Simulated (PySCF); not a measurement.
Partial charges of `CCN(N)C1CC1`

Species: C5H12N2.
Geometry (GFN2-xTB, Å), atoms numbered from 1 in this order:
```
atom  x, y, z in Å
C1     2.096    0.721   -0.198
C2     1.465   -0.530    0.393
N3     0.134   -0.770   -0.144
N4    -0.232   -2.117    0.132
C5    -0.838    0.176    0.327
C6    -1.126    1.393   -0.499
C7    -2.130    0.285   -0.426
H8     2.100    0.657   -1.282
H9     1.546    1.610    0.098
H10    3.120    0.814    0.154
H11    1.442   -0.452    1.495
H12    2.057   -1.408    0.127
H13   -0.532   -2.231    1.107
H14   -1.016   -2.360   -0.466
H15   -0.889    0.287    1.417
H16   -0.581    1.504   -1.422
H17   -1.334    2.321    0.011
H18   -2.249   -0.332   -1.304
H19   -3.042    0.439    0.132
```

Density: PBE0/pcSseg-1 (PySCF); schemes: Mulliken, IAO, Hirshfeld and ESP-fitted. Isolated species at its GFN2-xTB geometry (one conformer only).

**Question.** Atoms with like bonding are taken together and averaged. At which atom do the 4 schemes differ most?

**Answer.** At N4: from -0.870 (ESP-fitted) to -0.191 e (Hirshfeld), 0.679 e apart.

**Question.** Do the Mulliken, IAO, Hirshfeld and ESP-fitted schemes agree on where the charge is highest?

**Answer.** All schemes agree: Mulliken H13/H14 (+0.168); IAO H13/H14 (+0.234); Hirshfeld H13/H14 (+0.101); ESP-fitted H13/H14 (+0.368).

**Question.** For which atoms does the sign change between the 4 schemes (beyond +0.03 e in one, beyond −0.03 e in another)?

**Answer.** C2 and C5. Atomic charges aren't observables, and each scheme defines them in its own way.

**Question.** Give the atomic charges in each scheme.

**Answer.** In e; atoms taken as equivalent share a row and are averaged (×n: the atom named and its like, n in all):

```tsv
atom	environment	Mulliken	IAO	Hirshfeld	ESP-fitted
C1	methyl carbon	-0.272	-0.421	-0.123	-0.343
C2	sp3 carbon bound to nitrogen	-0.045	-0.141	-0.031	+0.103
N3	hydrazine nitrogen	-0.457	-0.169	-0.052	-0.057
N4	hydrazine nitrogen	-0.248	-0.477	-0.191	-0.870
C5	sp3 carbon bound to nitrogen	-0.092	-0.051	-0.009	+0.045
C6/C7	three-membered-ring carbon	-0.189	-0.297	-0.094	-0.328
H8/H9/H10	methyl hydrogen	+0.116	+0.142	+0.039	+0.087
H11/H12	methylene hydrogen	+0.099	+0.124	+0.029	+0.050
H13/H14	N–H hydrogen	+0.168	+0.234	+0.101	+0.368
H15	methine hydrogen	+0.095	+0.106	+0.029	+0.089
H16/H18	methylene hydrogen	+0.131	+0.153	+0.047	+0.148
H17/H19	methylene hydrogen	+0.127	+0.148	+0.047	+0.147
```

Mean size of the charges over all atoms: ESP-fitted 0.203 e, IAO 0.195 e, Mulliken 0.157 e, Hirshfeld 0.062 e. Each set sums to the total charge, 0, to within 0.001 e. The ESP scheme is a least-squares fit of atom-centred charges to the potential on four shells outside the van der Waals surface, with the total charge fixed. The Hirshfeld scheme divides the density at each point in proportion to the densities of the neutral, spherically averaged free atoms.

Some averages cover members that differ in this geometry: C6/C7, ESP-fitted -0.512 to -0.144; H16/H18, ESP-fitted +0.104 to +0.193; H17/H19, ESP-fitted +0.106 to +0.188; H11/H12, ESP-fitted +0.018 to +0.082 e.

**Question.** How many electrons does the IAO scheme count on C2?

**Answer.** Z − q = 6 − (-0.141) ≈ 6.140.

**Question.** Sum the charges by element.

**Answer.** 
```csv
element,atoms,Mulliken,IAO,Hirshfeld,ESP-fitted
C,5,-0.788,-1.206,-0.350,-0.850
N,2,-0.705,-0.646,-0.243,-0.927
H,12,+1.493,+1.851,+0.593,+1.777
```

The run behind these numbers computed NMR shieldings as well. Cost: about 90 s of CPU time on one thread (with the writing of density and orbital grids); the machine was shared, so the figure is rough.
